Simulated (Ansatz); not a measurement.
Geometry optimisation, RKS BHLYP-D4/def2-SVP (Ansatz).

Input file:

```yaml
crystal:
  periodic: [false, false, false]
  atoms:
    - { symbol: W, position_ang: [0.0, 0.0, 0.0] }
    - { symbol: H, position_ang: [0.0, 0.0, 2.07] }
    - { symbol: H, position_ang: [1.72, 0.0, 0.0] }
    - { symbol: H, position_ang: [0.0, 1.72, 0.0] }
    - { symbol: H, position_ang: [-1.72, 0.0, 0.0] }
    - { symbol: H, position_ang: [0.0, -1.72, 0.0] }
    - { symbol: H, position_ang: [0.0, 0.0, -1.72] }
    - { symbol: Br, position_ang: [1.8861, 1.9648, 0.905] }
    - { symbol: H, position_ang: [0.6964, 0.7254, 2.129] }
basis:
  gaussian: { orbitals: def2-SVP }
hamiltonian:
  xc: { name: BHLYP }
  dispersion: d4
relax:
  f_tol: 0.15
  max_steps: 25
  restrain:
    - { distance: [0, 7], at: 2.57, k: 30.0 }
    - { distance: [8, 1], at: 0.66, k: 30.0 }
    - { distance: [0, 1], at: 2.92, k: 30.0 }
    - { distance: [8, 7], at: 2.75, k: 30.0 }
```

Command:

```bash
$ ansatz run input.yaml --threads 2 --pin off --max-ram 3072MiB --backend cpu --events-out ev --progress --plain --runs-dir out
```

**Question.** Where does it end, and by what steps?

**Answer.** The forces met the threshold. The restraints hold the end off the free minimum. After 7 steps the energy has fallen by 6.421 eV (the restraints' own energy left out); H4 moved furthest, 0.80 Å. Parted: W1–H2 (2.07 → 2.91 Å). Joined: H2–H9 (1.01 → 0.72 Å).

```json
{"step": "0", "energy less start (eV)": "0.0000", "largest force component (eV/Å)": "3.363", "accepted": "yes"}
{"step": "1", "energy less start (eV)": "-1.3076", "largest force component (eV/Å)": "2.883", "accepted": "yes"}
{"step": "2", "energy less start (eV)": "-2.4153", "largest force component (eV/Å)": "4.271", "accepted": "yes"}
{"step": "3", "energy less start (eV)": "-3.7735", "largest force component (eV/Å)": "5.416", "accepted": "yes"}
{"step": "4", "energy less start (eV)": "-5.2539", "largest force component (eV/Å)": "4.602", "accepted": "yes"}
{"step": "5", "energy less start (eV)": "-6.2156", "largest force component (eV/Å)": "1.142", "accepted": "yes"}
{"step": "6", "energy less start (eV)": "-6.3659", "largest force component (eV/Å)": "1.406", "accepted": "yes"}
{"step": "7", "energy less start (eV)": "-6.4214", "largest force component (eV/Å)": "1.079", "accepted": "yes"}
```

```xyz
9
Properties=species:S:1:pos:R:3
W 0.249 0.261 -0.401
H 0.107 0.121 2.507
H 1.421 -0.605 0.381
H -0.636 1.419 0.378
H -1.324 -0.087 0.070
H -0.072 -1.317 0.073
H 0.305 0.315 -2.105
Br 1.967 2.007 0.291
H 0.564 0.576 2.191
```

Time of the run: 41 s on 2 threads of Intel(R) Xeon(R) Platinum 8259CL CPU @ 2.50GHz (Skylake/Cascade Lake) (shared host), peak memory 0.26 GiB.
